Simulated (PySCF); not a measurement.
Computed shifts of a molecule C3H5BFNO, PBE/pcSseg-1 (PySCF), GIAO, gas phase, equivalent atoms averaged, in ppm (number of nuclei): ¹³C: 244.9 (1), 179.4 (1), 65.4 (1). ¹⁵N: 543.0 (1). ¹⁹F: -83.1 (1). ¹H: 12.33 (1), 8.94 (1), 4.38 (3). References: ¹³C against TMS (σ = 182.0 ppm); ¹⁵N against NH3 (σ = 267.0 ppm); ¹¹B against BF3 (σ = 83.9 ppm); ¹⁹F against CFCl3 (σ = 133.6 ppm); ¹⁷O against H2O (σ = 334.3 ppm); ¹H against TMS (σ = 31.49 ppm), references at their B3LYP-D3(BJ)/def2-TZVP geometries, non-relativistic. The structure is a stationary point at B3LYP-D3(BJ)/def2-SVP. The values are those of a single conformer.

Which molecule gave these data?
(A) OB(F)C1=NCC1
(B) C/N=C/B(F)C=O
(C) C#CCNB(O)F
(D) FB1C=NCOC1

B, C/N=C/B(F)C=O
